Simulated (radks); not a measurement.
Problem. The mean radii <r> (bohr) of the occupied orbitals of an atom or ion are listed with their occupations. Method: scalar-relativistic Kohn-Sham, PBE, spin-unpolarised, spherical densities, point nucleus; computed with a radial shooting solver on a logarithmic mesh with Libxc functionals.

| orbital | occ. | <r> |
|---|---|---|
| 1s | 2 | 0.01931 |
| 2s | 2 | 0.08089 |
| 2p | 6 | 0.07190 |
| 3s | 2 | 0.1957 |
| 3p | 3 | 0.1917 |

Name the element and its charge.

Solution. Z = 71, lutetium, charge +56: Lu56+ in [Ne] 3s2 3p3. The 1s radius gives Z: for a bare nucleus <r> = (2 gamma + 1)/(2Z) with gamma = sqrt(1 - (Z/c)^2), 0.01909 bohr for Z = 71, and screening makes it slightly larger (0.01931 here). The occupations add up to 15, and the charge is Z minus that.
